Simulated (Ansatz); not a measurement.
Mulliken charges of `[Br][Ge][Br]` from r2SCAN/def2-TZVPP in Ansatz (PBE0-D4/def2-TZVP geometry).

| atom | x (Å) | y (Å) | z (Å) | charge (e) |
| --- | --- | --- | --- | --- |
| Br1 | -0.285 | 1.783 | -0.420 | -0.272 |
| Ge2 | -0.899 | -0.380 | 0.234 | 0.545 |
| Br3 | 1.173 | -1.468 | 0.173 | -0.272 |

**Question.** By hand: the dipole of these point charges (1 e Å = 4.8032 D).

**Answer.** Σ q r = (-0.731, -0.293, 0.195) e Å, of length 0.811 e Å = 3.90 D.

**Question.** How does the dipole of the full density compare? (Estimate.)

**Answer.** Ansatz gave: (-0.312, -0.125, 0.083) e Å, 1.66 D; the point charges give 2.35 times that, at 0° from its direction.

Point charges leave out the atoms' own dipoles, such as those of lone pairs, and Mulliken's split depends on the basis, so the two needn't agree.
